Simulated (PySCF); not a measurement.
Two-component Hartree-Fock for Ag⁻ (silver, charge -1)

Start: [Kr] 4d10 5s2. Calculated with PySCF 2.14 in x2c-TZVPPall-2c with one added diffuse shell each of s, p, d, f type (9s10p8d3f1g, 109 functions): generalised Hartree-Fock with the X2C-1e Hamiltonian and a Gaussian nucleus; spin-orbit coupling (SO) screened by Boettger's factors.

| spinor shell | electrons | ε, screened SO (eV) | weight of nominal j (screened SO) | rms radius, screened SO (bohr) |
| --- | --- | --- | --- | --- |
| 1s1/2 | 2 | -25638.2 | 1.000 | 0.0357 |
| 2s1/2 | 2 | -3855.9 | 1.000 | 0.146 |
| 2p1/2 | 2 | -3573.0 | 1.000 | 0.127 |
| 2p3/2 | 4 | -3395.6 | 1.000 | 0.131 |
| 3s1/2 | 2 | -739.18 | 1.000 | 0.392 |
| 3p1/2 | 2 | -625.17 | 1.000 | 0.387 |
| 3p3/2 | 4 | -592.73 | 1.000 | 0.398 |
| 3d3/2 | 4 | -392.31 | 1.000 | 0.374 |
| 3d5/2 | 6 | -385.88 | 1.000 | 0.377 |
| 4s1/2 | 2 | -110.69 | 1.000 | 0.980 |
| 4p1/2 | 2 | -72.779 | 1.000 | 1.06 |
| 4p3/2 | 4 | -67.340 | 1.000 | 1.09 |
| 4d3/2 | 4 | -8.765 | 1.000 | 1.53 |
| 4d5/2 | 6 | -8.075 | 1.000 | 1.56 |
| 5s1/2 | 2 | -0.556 | 1.000 | 5.00 |

| quantity | screened SO |
| --- | --- |
| E (hartree) | -5313.32009 |
| M_J | 0 |
| ⟨J²⟩ | 0.000 |
| ⟨L²⟩ | 0.015 |
| ⟨S²⟩ | 0.015 |

Breit and QED terms are absent; they matter most for the inner s and p1/2 levels.

Densities and radii are taken from the X2C orbitals without a picture-change correction, which distorts them close to the nucleus.
